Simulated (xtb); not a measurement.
OZn (SMILES [O]=[Zn]), singlet, from a rough starting geometry (GFN-xTB shapes and energies of metal compounds can be far from the true ones); xtb with GFN2-xTB.

xtb was given this input:
```
$ xtb mol.xyz --gfn 2 --opt vtight --json

# file mol.xyz
2

Zn     0.04534266    -0.01298244    -0.79832115
O     -0.05175796     0.04996559     0.78074239
```

What does xtb print? Leave out banner, timings and long lists.


```
   ID    Z sym.   atoms
    1   30 Zn     1
    2    8 O      2

           -------------------------------------------------
          |                Calculation Setup                |
           -------------------------------------------------

           -------------------------------------------------
          |                 G F N 2 - x T B                 |
           -------------------------------------------------

          ...................................................
          :                      SETUP                      :
          :.................................................:
          :  # basis functions                   8          :
          :  # atomic orbitals                   8          :
          :  # shells                            4          :
          :  # electrons                         8          :
          :  max. iterations                   250          :
          :  Hamiltonian                  GFN2-xTB          :
          :  restarted?                      false          :
          :  GBSA solvation                  false          :
          :  PC potential                    false          :
          :  electronic temp.          300.0000000     K    :
          :  accuracy                    1.0000000          :
          :  -> integral cutoff          0.2500000E+02      :
          :  -> integral neglect         0.1000000E-07      :
          :  -> SCF convergence          0.1000000E-05 Eh   :
          :  -> wf. convergence          0.1000000E-03 e    :
          :  Broyden damping             0.4000000          :
          :  net charge                          0          :
          :  unpaired electrons                  0          :
          ...................................................

 iter      E             dE          RMSdq      gap      omega  full diag
   1     -4.5200132 -0.452001E+01  0.187E+01    2.19       0.0  T
   2     -4.4507738  0.692394E-01  0.962E+00    3.07       1.0  T
   3     -4.1566228  0.294151E+00  0.138E+01    1.59       1.0  T
   4     -4.5156359 -0.359013E+00  0.357E+00    2.11       1.0  T
   5     -4.5303141 -0.146782E-01  0.248E+00    2.21       1.0  T
   6     -4.5425055 -0.121914E-01  0.407E-01    2.45       1.0  T
   7     -4.5425443 -0.388255E-04  0.116E-01    2.47       1.0  T
   8     -4.5425716 -0.272958E-04  0.397E-02    2.48       1.8  T
   9     -4.5425741 -0.255131E-05  0.181E-02    2.48       3.9  T
[...]
         :: total energy              -4.530886008065 Eh    ::
 * total energy  :    -4.5308860 Eh     change       -0.7744028E-11 Eh
 * total energy  :    -4.5310107 Eh     change       -0.1246563E-03 Eh
 * total energy  :    -4.5311235 Eh     change       -0.1128068E-03 Eh
 * total energy  :    -4.5311240 Eh     change       -0.5105181E-06 Eh
 * total energy  :    -4.5311241 Eh     change       -0.1089387E-06 Eh
 * total energy  :    -4.5311241 Eh     change       -0.1299325E-09 Eh
   *** GEOMETRY OPTIMIZATION CONVERGED AFTER 6 ITERATIONS ***
         :: total energy              -4.531124090796 Eh    ::
[...]
         2        2.0000           -0.5202385             -14.1564
         3        2.0000           -0.4670763             -12.7098
         4        2.0000           -0.4670763             -12.7098 (HOMO)
         5                         -0.3781125             -10.2890 (LUMO)
         6                         -0.1191366              -3.2419
         7                         -0.1191366              -3.2419
         8                          0.1468024               3.9947
      -------------------------------------------------------------
                  HL-Gap            0.0889638 Eh            2.4208 eV
             Fermi-level           -0.4225944 Eh          -11.4994 eV

     #   Z          covCN         q      C6AA      α(0)
     1  30 Zn       0.740     0.353   319.598    42.859
     2   8 O        0.740    -0.353    20.805     6.113

 Mol. C6AA /au·bohr⁶  :        482.744583
 Mol. C8AA /au·bohr⁸  :      30986.618874
 Mol. α(0) /au        :         48.971270

Wiberg/Mayer (AO) data.
largest (>0.10) Wiberg bond orders for each atom

 ---------------------------------------------------------------------------
     #   Z sym  total        # sym  WBO       # sym  WBO       # sym  WBO
 ---------------------------------------------------------------------------
     1  30 Zn   1.783 --     2 O    1.783
     2   8 O    1.783 --     1 Zn   1.783
 ---------------------------------------------------------------------------

Topologies differ in total number of bonds
Writing topology from bond orders to xtbtopo.mol

molecular dipole:
                 x           y           z       tot (Debye)
 q only:        0.066      -0.043      -1.068
   full:        0.113      -0.074      -1.844       4.700
molecular quadrupole (traceless):
                xx          xy          yy          xz          yz          zz
 q only:       -0.017       0.004      -0.020       0.008      -0.055       0.037
  q+dip:       -0.604       0.002      -0.614      -0.093      -0.026       1.218
   full:       -0.063       0.006      -0.068       0.008      -0.091       0.131

optimized geometry written to: xtbopt.xyz

           -------------------------------------------------
          | TOTAL ENERGY               -4.531124090796 Eh   |
          | GRADIENT NORM               0.000000292905 Eh/α |
          | HOMO-LUMO GAP               2.420828286461 eV   |
           -------------------------------------------------

normal termination of xtb
```
